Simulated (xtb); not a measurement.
Harmonic IR lines of one isomer of C$_{7}$H$_{7}$F$_{3}$Si, unscaled. These are GFN2-xTB (xtb) values and carry that method's errors.

wavenumber (cm⁻¹): 530 (vw), 549 (w), 573 (w), 647 (w), 761 (m), 771 (s), 793 (vs), 989 (w), 1027 (s), 1064 (m), 1077 (m), 1149 (w), 1262 (m), 1389 (vw), 1476 (w), 2258 (s), 2272 (vs), 3080 (w), 3096 (w)

Problem. Which structure gives these lines?
(A) `FC(F)(F)c1ccccc1[SiH3]`
(B) `FC(F)(F)c1cccc([SiH3])c1`
(C) `FC(F)(F)c1ccc([SiH3])cc1`

Solution. C, `FC(F)(F)c1ccc([SiH3])cc1`
